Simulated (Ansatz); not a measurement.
Frontier orbitals of `[SiH3][O][Ge][Cl]`.

```xyz
7

Si    0.835   -0.308   -0.248
O     0.055    1.113    0.084
Ge   -1.559    1.656    0.559
Cl   -2.582   -0.300    0.658
H     2.238    0.032   -0.594
H     0.819   -1.198    0.939
H     0.194   -0.996   -1.397
```

The species carries charge 0 and has multiplicity 1. Correlated methods include outer-core shells of Ge, which these sets cover unevenly. Scalar relativity is left out up to krypton. The structure was optimised at the PBE0-D4/def2-TZVP level. It is one conformer, not always the lowest. Basis def2-TZVPP, Ansatz.

```json
{"functional": "LDA (SPW92)", "HOMO (eV)": "-7.20", "LUMO (eV)": "-3.53", "gap (eV)": "3.67"}
{"functional": "PBE", "HOMO (eV)": "-7.01", "LUMO (eV)": "-3.30", "gap (eV)": "3.71"}
{"functional": "PBE0", "HOMO (eV)": "-8.13", "LUMO (eV)": "-2.54", "gap (eV)": "5.59"}
{"functional": "B3LYP", "HOMO (eV)": "-7.95", "LUMO (eV)": "-2.76", "gap (eV)": "5.19"}
{"functional": "r2SCANh", "HOMO (eV)": "-7.72", "LUMO (eV)": "-2.97", "gap (eV)": "4.75"}
{"functional": "HSE06 (plane-wave form)", "HOMO (eV)": "-7.74", "LUMO (eV)": "-2.92", "gap (eV)": "4.82"}
{"functional": "BHLYP", "HOMO (eV)": "-9.14", "LUMO (eV)": "-1.71", "gap (eV)": "7.43"}
{"functional": "ωB97X-V", "HOMO (eV)": "-10.35", "LUMO (eV)": "-0.49", "gap (eV)": "9.86"}
{"functional": "ωB97M-V", "HOMO (eV)": "-10.26", "LUMO (eV)": "-0.59", "gap (eV)": "9.67"}
{"functional": "HF", "HOMO (eV)": "-10.57", "LUMO (eV)": "0.54", "gap (eV)": "11.11"}
```

From PBE to PBE0 the HOMO moves by −1.12 eV and the LUMO by +0.75 eV, and with ωB97M-V by −3.25 and +2.71 eV, so the gap grows from 3.71 to 9.67 eV with exact exchange.

B3LYP here is the variant with VWN-RPA as its local correlation; programs differ in this.
